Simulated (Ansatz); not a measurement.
Steps of a relaxation of C2H6SeSi (`[SiH3]CC=[Se]`) with RKS PBE-D4/def2-SVP.

```sh
$ ansatz run in.yaml --threads 4 --pin off --events-out ev --progress --plain --max-ram 10444MiB
```

```yaml
crystal:
  periodic: [false, false, false]
  atoms:
    - {symbol: Si, position_ang: [-0.731100, 0.962800, -0.201600]}
    - {symbol: C, position_ang: [0.053400, -0.393300, 0.696800]}
    - {symbol: C, position_ang: [1.084500, -0.981100, -0.180600]}
    - {symbol: Se, position_ang: [0.636300, -1.656000, -1.736000]}
    - {symbol: H, position_ang: [-1.383100, 0.488300, -1.469400]}
    - {symbol: H, position_ang: [-1.827500, 1.603200, 0.638500]}
    - {symbol: H, position_ang: [0.238700, 2.045200, -0.538100]}
    - {symbol: H, position_ang: [-0.654900, -1.151600, 0.939000]}
    - {symbol: H, position_ang: [0.510600, 0.016000, 1.677000]}
    - {symbol: H, position_ang: [2.156100, -0.984700, 0.177400]}
basis:
  gaussian: {orbitals: def2-SVP}
hamiltonian: {xc: pbe, dispersion: d4}
relax: {f_tol: 0.03, max_steps: 200}
```

Positions (Å) and forces (eV/Å) along the path, 9 of 9 steps:

```xyz
10
step=1 energy=-75369.0176 eV
Si   -0.731    0.963   -0.202   -1.821    1.896   -0.873
C     0.053   -0.393    0.697    2.506    0.268    2.118
C     1.085   -0.981   -0.181    0.850   -0.112    0.440
Se    0.636   -1.656   -1.736    0.319   -0.721   -0.950
H    -1.383    0.488   -1.469    0.055    0.022    0.078
H    -1.827    1.603    0.638    0.199   -0.096    0.018
H     0.239    2.045   -0.538    0.278    0.053   -0.014
H    -0.655   -1.152    0.939   -1.273   -0.937    0.435
H     0.511    0.016    1.677   -0.555   -0.487   -0.961
H     2.156   -0.985    0.177   -0.557    0.115   -0.291
10
step=2 energy=-75369.3047 eV
Si   -0.777    1.018   -0.189   -0.648    0.894   -0.509
C     0.057   -0.393    0.685    1.063   -0.437    0.831
C     1.092   -1.011   -0.196    0.219    0.000    0.070
Se    0.756   -1.809   -1.751    0.119   -0.091    0.056
H    -1.413    0.533   -1.457   -0.024   -0.005    0.012
H    -1.836    1.639    0.693    0.100   -0.046    0.012
H     0.251    2.058   -0.528    0.030    0.038    0.018
H    -0.696   -1.145    0.947   -0.475   -0.211    0.050
H     0.499   -0.007    1.646   -0.139   -0.193   -0.387
H     2.151   -0.934    0.154   -0.246    0.052   -0.153
10
step=3 energy=-75369.3818 eV
Si   -0.788    1.058   -0.193   -0.050    0.235   -0.098
C     0.058   -0.413    0.677    0.250   -0.466    0.069
C     1.105   -1.019   -0.200   -0.056   -0.048   -0.054
Se    0.807   -1.956   -1.694    0.066    0.111    0.267
H    -1.438    0.575   -1.455   -0.005    0.001    0.005
H    -1.816    1.658    0.729    0.013   -0.018    0.012
H     0.250    2.100   -0.514   -0.028   -0.016   -0.006
H    -0.743   -1.152    0.906   -0.034    0.103   -0.114
H     0.486   -0.064    1.639    0.012    0.044    0.019
H     2.161   -0.839    0.107   -0.167    0.053   -0.101
10
step=4 energy=-75369.4068 eV
Si   -0.760    1.056   -0.189    0.026    0.145    0.042
C     0.051   -0.450    0.685   -0.002   -0.275   -0.020
C     1.105   -1.030   -0.187   -0.016    0.533    0.004
Se    0.829   -2.036   -1.623    0.022   -0.226   -0.048
H    -1.449    0.594   -1.437    0.029   -0.036   -0.005
H    -1.763    1.664    0.755    0.008    0.012    0.007
H     0.288    2.082   -0.526   -0.013   -0.019   -0.005
H    -0.796   -1.152    0.839    0.023   -0.020   -0.011
H     0.441   -0.118    1.669    0.017    0.025    0.019
H     2.137   -0.662    0.017   -0.094   -0.139    0.017
10
step=5 energy=-75369.4040 eV rejected
Si   -0.755    1.083   -0.169    0.016    0.001    0.086
C     0.039   -0.468    0.668   -0.184    0.130   -0.298
C     1.098   -0.966   -0.239    0.278   -0.530    0.308
Se    0.875   -2.198   -1.524    0.092    0.398    0.212
H    -1.456    0.624   -1.413    0.007    0.009   -0.003
H    -1.739    1.686    0.797    0.001    0.028   -0.016
H     0.302    2.094   -0.517   -0.007   -0.005    0.015
H    -0.822   -1.170    0.760    0.195    0.003    0.015
H     0.412   -0.166    1.670    0.037   -0.004   -0.052
H     2.130   -0.571   -0.028   -0.434   -0.030   -0.266
10
step=6 energy=-75369.4253 eV
Si   -0.758    1.070   -0.175    0.004    0.055   -0.002
C     0.041   -0.459    0.675   -0.002   -0.148   -0.020
C     1.100   -1.012   -0.203    0.024    0.243   -0.030
Se    0.852   -2.117   -1.575    0.023   -0.062    0.050
H    -1.440    0.611   -1.430    0.007   -0.004   -0.003
H    -1.758    1.683    0.769    0.013   -0.003    0.002
H     0.299    2.085   -0.508    0.004    0.000    0.004
H    -0.798   -1.173    0.811   -0.012   -0.009    0.004
H     0.425   -0.134    1.665    0.028    0.001    0.001
H     2.121   -0.605   -0.026   -0.088   -0.073   -0.007
10
step=7 energy=-75369.4332 eV
Si   -0.756    1.079   -0.169    0.002    0.014    0.018
C     0.029   -0.469    0.663    0.001   -0.043   -0.020
C     1.096   -1.001   -0.214    0.031    0.061   -0.019
Se    0.888   -2.193   -1.520    0.012    0.006    0.048
H    -1.447    0.643   -1.427    0.004   -0.003   -0.001
H    -1.745    1.692    0.787    0.004    0.001   -0.004
H     0.312    2.085   -0.494    0.011    0.008    0.003
H    -0.806   -1.188    0.787   -0.014   -0.022    0.005
H     0.412   -0.152    1.657    0.013    0.008   -0.018
H     2.101   -0.548   -0.067   -0.063   -0.029   -0.011
10
step=8 energy=-75369.4356 eV
Si   -0.756    1.088   -0.161    0.009   -0.015   -0.003
C     0.023   -0.475    0.652   -0.020   -0.024   -0.015
C     1.093   -1.001   -0.224   -0.008    0.064    0.029
Se    0.909   -2.255   -1.470   -0.002   -0.033   -0.017
H    -1.440    0.671   -1.429    0.000    0.007   -0.011
H    -1.749    1.693    0.794    0.007   -0.003    0.004
H     0.322    2.090   -0.465   -0.001    0.009    0.000
H    -0.806   -1.201    0.774   -0.013    0.000    0.016
H     0.405   -0.155    1.646    0.023   -0.008   -0.008
H     2.081   -0.508   -0.113    0.004    0.002    0.006
10
step=9 energy=-75369.4359 eV
Si   -0.755    1.088   -0.163    0.007    0.013    0.029
C     0.021   -0.476    0.649    0.017    0.022    0.018
C     1.089   -0.999   -0.228   -0.009   -0.018   -0.005
Se    0.911   -2.275   -1.452    0.013   -0.018   -0.024
H    -1.431    0.686   -1.440    0.000   -0.006   -0.001
H    -1.752    1.683    0.795   -0.003    0.004   -0.004
H     0.322    2.096   -0.450    0.003    0.005   -0.002
H    -0.810   -1.199    0.780    0.003   -0.023   -0.004
H     0.416   -0.160    1.639   -0.022    0.024   -0.004
H     2.073   -0.494   -0.128   -0.009   -0.002   -0.002
```

It took 9.5 s on 4 threads of an Arm Neoverse V2 on a shared host, with 0.16 GiB of host memory at the peak.
